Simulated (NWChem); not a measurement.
# ammonium (NH4 cation); SMILES [NH4+]

Computed with NWChem. Pople sets run with spherical d functions. Geometry: optimised at PBE0-D3(BJ)/def2-TZVP.

**Question.** Predict the results for TPSS/6-31G*. Quantities: highest occupied level (eV); orbital gap (eV).

**Answer.** 
| Property | Result |
|---|---|
| highest occupied level (eV) | -21.29 |
| orbital gap (eV) | 15.35 |
